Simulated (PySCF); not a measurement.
# How methods differ on the ionisation energy of Tb

Tb [Xe] 4f9 6s2 [4f5/2^6 4f7/2^3, M_J = 15/2] → Tb⁺ [Xe] 4f9 6s1 [4f5/2^6 4f7/2^3 6s1/2^1, M_J = 8], as a difference of total energies. All numbers are calculated (PySCF 2.14, the two-component X2C-1e Hamiltonian, in x2c-TZVPall-2c with one added diffuse shell each of s, p, d, f type (12s12p11d5f1g, 147 functions)). Correlated levels: [Ar] 3d10 frozen; the 18 highest virtual spinors dropped. "Screened" scales the spin-orbit matrix elements by Boettger's factors to mimic the two-electron term; Breit and QED terms are absent.

```json
{"method": "GHF (spin-free)", "ionisation energy (eV)": "4.789"}
{"method": "GMP2 (spin-free)", "ionisation energy (eV)": "5.775"}
{"method": "GHF (screened spin-orbit)", "ionisation energy (eV)": "4.791"}
{"method": "GMP2 (screened spin-orbit)", "ionisation energy (eV)": "5.777"}
```

Question: How much does correlation contribute at GMP2 (screened spin-orbit)?

Answer: 5.777 − (4.791) = 0.986 eV, measured against GHF (screened spin-orbit).

The spin-free rows relax to the high-spin LS determinant and lack the spin-orbit shift.

The labels give the starting determinants; with spin-orbit coupling the two ends relaxed to ⟨J²⟩ = 63.78, ⟨L²⟩ = 30.56, ⟨S²⟩ = 8.64 and ⟨J²⟩ = 72.02, ⟨L²⟩ = 30.55, ⟨S²⟩ = 11.85.

For comparison: 5.864 eV (measured; NIST Atomic Spectra Database, ionization energies).
